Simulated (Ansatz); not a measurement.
Reaction (cleavage of the Si–Ge bond): `C=C[SiH2][GeH3]` + `[AsH3]` → `C=C[SiH2][AsH2]` + GeH₄

Gas-phase electronic energies from Ansatz, PBE0-D4/def2-TZVP geometries. CBS: MP2 limit from def2 TZ/QZ plus the TZ coupled-cluster correction, frozen cores. DFT in def2-TZVPP. For As, Ge outer-core shells are correlated without core-valence functions, which leaves a few kJ/mol of doubt a bond. Scalar relativity is left out up to krypton. One conformer a species, not always the lowest.

Question: Is it downhill or uphill in electronic energy at CCSD(T)/CBS, and by how much? (Estimate.)

Answer: The calculation gave: Downhill: ΔE = -15.6 kJ/mol.

Question: What do these levels give: PBE-D4, r2SCAN-D4, PBE0-D4, ωB97X-V, ωB97M-V, PBE, PBE0, HF/def2-TZVPP, MP2/def2-TZVPP, CCSD/def2-TZVPP, HF/CBS(def2), CCSD/CBS(def2)? (An estimate is asked.)

Answer: Ansatz gave: PBE-D4 -13.3, r2SCAN-D4 -15.3, PBE0-D4 -14.6, ωB97X-V -14.9, ωB97M-V -16.1, PBE -12.4, PBE0 -13.9, HF/def2-TZVPP -17.3, MP2/def2-TZVPP -19.9, CCSD/def2-TZVPP -14.1, HF/CBS(def2) -17.8, CCSD/CBS(def2) -15.0 kJ/mol.

Largest T1 diagnostic among the species: 0.012.
